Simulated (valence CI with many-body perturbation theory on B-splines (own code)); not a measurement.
## Pt39+ in brief

Method: configuration interaction combined with many-body perturbation theory (CI+MBPT): three valence electrons over a frozen Dirac-Fock core [Kr], a basis of 7 s, 7 p, 8 d, 6 f, 4 g, 1 h functions for each j, with the one-electron correlation potential Σ1 (screened to all orders), the two-electron term Σ2, the three-electron term Σ3, Breit, model QED; selected single and double excitations, second order for the rest, scaled by the run's own slope (own B-spline code, finite nucleus).

The last digits are not significant, and no measured levels were compared; by estimate large intervals hold to a few tenths of a per cent, small ones and those within an open d or f shell to about a per cent. The list stops below the first excitations out of the core.

Levels are named by their leading jj configuration (3d3/2^4 stands for four electrons in 3d with j = 3/2), which in mixed levels can hold well under half, so a name can repeat and another be missing.

Rates and lifetimes use the calculated energies. Strong lines usually hold to 10 to 20 %, long lifetimes can be off by a factor of two.

Q: What is the ground level?

A: (4d3/2^3) J=3/2, composition 47 % 4d3 4F + 38 % 4d3 2D + 10 % 4d3 2P, g = 0.708.

Q: How well does LS coupling describe the low levels?

A: Among the lowest 19 levels the leading LS term, summed over configurations, holds 57 % on average. For single configurations the figures are 56 % in LS and 97 % in jj coupling. Terms mix most in the J = 3/2 level at 188700 cm⁻¹, where the leading one holds 39 %.

Q: What is the ionisation energy?

A: 1822.4 eV; NIST lists 1821 ± 4 eV (theoretical).

Q: Name the longest-lived excited levels whose lifetime is computed, and their main decay.

A: (4d3/2^2 4d5/2) J=9/2 at 204970 cm⁻¹ lives 17.4 s, mostly by M1 to (4d3/2^2 4d5/2) J=7/2.
